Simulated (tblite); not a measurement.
C6H11As.
Structure used (GFN2-xTB), in Å, numbered top down from 1:
```xyz
18
C6H11As angstrom
C      3.1373    1.4010    1.0892
C      2.5225    0.4621    0.6692
C      1.7600   -0.6489    0.1619
As    -0.0599   -0.7318    0.9951
C     -0.7876   -2.0389   -0.3008
C     -0.7406    0.9128    0.1108
C     -2.2086    1.1727    0.4229
H      3.6907    2.2146    1.4533
H      2.2866   -1.5843    0.3791
H      1.6493   -0.5555   -0.9235
H     -0.6470   -1.6972   -1.3260
H     -0.2914   -3.0019   -0.1795
H     -1.8517   -2.1899   -0.1264
H     -0.5952    0.8312   -0.9706
H     -0.1335    1.7530    0.4601
H     -2.3568    1.2564    1.4997
H     -2.8308    0.3554    0.0577
H     -2.5520    2.0955   -0.0437
```

All values are computed: GFN2-xTB (tblite) harmonic vibrations without scaling, gas phase. This tight-binding method is rough: wavenumbers can miss measured ones by several per cent, in bad cases by 10 to 20. One conformer, not necessarily the lowest.

Harmonic wavenumbers (cm⁻¹): 44.1, 53.6, 102.4, 141.9, 151.7, 187.5, 200.9, 258.0, 268.3, 290.5, 351.4, 547.4, 553.2, 566.3, 633.7, 658.4, 723.7, 755.3, 798.4, 816.1, 974.4, 1002.8, 1006.5, 1068.6, 1100.8, 1156.4, 1231.1, 1250.0, 1310.4, 1408.8, 1410.0, 1453.8, 1462.1, 1470.4, 1496.8, 1502.6, 2278.8, 2900.1, 2914.4, 2917.9, 2940.7, 2973.9, 2982.1, 2994.5, 2998.3, 2999.9, 3008.5, 3392.5.

A = 2540, B = 1279, C = 974.9 MHz; mass 158.008 u (most abundant isotopes); point group C1, symmetry number 1.

Question: What is the zero-point energy?

Answer: ½Σν̃ = 31855 cm⁻¹ = 91.08 kcal/mol.

Question: What is S at 400 K and 1 bar for an ideal gas of classical rigid rotors and harmonic oscillators?

Answer: Translation 42.57, rotation 29.88, vibration 43.22: S = 115.7 cal/(mol K).

Question: And Cp and H(400 K) − H(0)?

Answer: Cp = 47.62 cal/(mol K), of which vibrations give 39.67 (their classical limit is 48 R = 95.4); H(400 K) − H(0) = 11.83 kcal/mol without the zero-point energy, 8.65 from vibrations.

Question: Which modes carry the vibrational entropy at 400 K?

Answer: 44.1 cm⁻¹: 5.65; 53.6 cm⁻¹: 5.26; 102.4 cm⁻¹: 3.98; 141.9 cm⁻¹: 3.35; 151.7 cm⁻¹: 3.22; 187.5 cm⁻¹: 2.81 cal/(mol K); the other 42 give 18.96 together.

Question: How do the functions run with temperature in this model?

Answer: 
```csv
T (K),S (cal/(mol K)),Cp (cal/(mol K)),H − H(0) (kcal/mol),G − H(0) (kcal/mol),ln q(vib)
100,71.6,20.8,1.40,-5.76,2.09
200,89.1,30.5,3.98,-13.85,5.16
300,103.2,39.4,7.47,-23.48,8.08
500,127.1,54.6,16.96,-46.58,13.53
800,156.3,69.8,35.80,-89.25,20.91
1000,172.7,76.8,50.50,-122.19,25.36
```

q(vib) and H(0) count from the zero-point level.

Question: Blend soft modes into free rotors: weight 1/[1 + (100 cm⁻¹/ν̃)⁴] for the oscillator and the rest for a rotor with moment μB/(μ + B), μ = h/(8π²ν), B = 10⁻⁴⁴ kg m². What vibrational entropy results?

Answer: 39.59 cal/(mol K) in place of 43.22, which changes −T·S at 400 K by +1.45 kcal/mol.

Hindered rotation and anharmonicity are outside this model. Other conformers, if any are populated, would add a mixing term that is left out. The structure is chiral; the term R ln 2 for an equal mix with its mirror image is left out.

The run took 0.64 s wall on one thread, Arm Neoverse V1 (aarch64), shared host with 32 logical CPUs at a one-minute load of 11. The figure is for the frequency step alone.
